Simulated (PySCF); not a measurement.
First SCF of a structure search on singlet H₃TaS, at a hand-made tetrahedral geometry. PySCF input:

```python
from pyscf import gto, scf, dft
mol = gto.M(atom='''
Ta     0.000000     0.000000     0.000000
S     -0.000000    -1.796400    -1.270000
H      1.453400     0.000000     1.027600
H     -1.453400     0.000000     1.027600
H      0.000000     1.453400    -1.027600''',
    basis={'Ta': 'def2-TZVP', 'S': 'def2-TZVP', 'H': 'def2-TZVP'},
    ecp={'Ta': 'def2-TZVP'},
    charge=0, spin=0)
mf = dft.RKS(mol, xc='PBE0')
mf.grids.atom_grid = (50, 194)
aux = {'Ta': 'def2-universal-JKFIT', 'S': 'def2-universal-JKFIT', 'H': 'def2-universal-JKFIT'}
mf = mf.density_fit(auxbasis=aux)
mf.conv_tol = 1e-08
mf.diis_space = 10
mf.max_cycle = 60
mf.init_guess = 'minao'
mf.verbose = 4
mf.kernel()
```

Excerpt of the output (cycles and frontier levels):

```
init E= -437.288751457383
  HOMO = -0.480508630079641  LUMO = -0.359854918567626  gap/eV = 3.28315
cycle= 1 E= -456.570802704035  delta_E= -19.3  |g|= 1.01  |ddm|= 6.86
  HOMO = -0.199933770174313  LUMO = 0.0540007649191213  gap/eV = 6.90991
cycle= 2 E= -455.958059993077  delta_E= 0.613  |g|= 1.55  |ddm|= 2.25
  HOMO = -0.269674298544469  LUMO = -0.112360422145601  gap/eV = 4.28073
cycle= 3 E= -456.827056791721  delta_E= -0.869  |g|= 0.291  |ddm|= 1.62
  HOMO = -0.321949858129412  LUMO = -0.123573789692618  gap/eV = 5.39809
cycle= 4 E= -456.844491013333  delta_E= -0.0174  |g|= 0.175  |ddm|= 0.356
  HOMO = -0.297042088540463  LUMO = -0.115757934712905  gap/eV = 4.93299
cycle= 5 E= -456.853591008043  delta_E= -0.0091  |g|= 0.0266  |ddm|= 0.158
  HOMO = -0.297204931649555  LUMO = -0.113229093651938  gap/eV = 5.00624
cycle= 6 E= -456.853751302822  delta_E= -0.00016  |g|= 0.00643  |ddm|= 0.0221
  HOMO = -0.297244069468435  LUMO = -0.11343153278032  gap/eV = 5.00179
cycle= 7 E= -456.853762763701  delta_E= -1.15e-05  |g|= 0.00221  |ddm|= 0.00591
  HOMO = -0.297211423888482  LUMO = -0.113606004084777  gap/eV = 4.99616
cycle= 8 E= -456.853764487544  delta_E= -1.72e-06  |g|= 0.000211  |ddm|= 0.0022
  HOMO = -0.297223753658924  LUMO = -0.113616238706544  gap/eV = 4.99621
cycle= 9 E= -456.853764515868  delta_E= -2.83e-08  |g|= 4.19e-05  |ddm|= 0.000376
  HOMO = -0.297217177945058  LUMO = -0.113611230027407  gap/eV = 4.99617
cycle= 10 E= -456.853764516776  delta_E= -9.09e-10  |g|= 9.02e-06  |ddm|= 6.56e-05
  HOMO = -0.297215974015256  LUMO = -0.11361094539627  gap/eV = 4.99615
Extra cycle  E= -456.853764516808  delta_E= -3.18e-11  |g|= 7.8e-06  |ddm|= 1.97e-05
converged SCF energy = -456.853764516808
```

No lower solution of this spin was found from smeared starts or by a stability analysis within the restricted form, which does not test spin polarisation.

No spin–orbit coupling is included, which matters more the heavier the element.

The search for the lowest solution, 3 starts and the stability check together, took 6.3 s on 2 threads of a shared Intel Xeon 6975P-C (Granite Rapids) host, with 95 basis functions; the process peaked at 0.53 GiB.
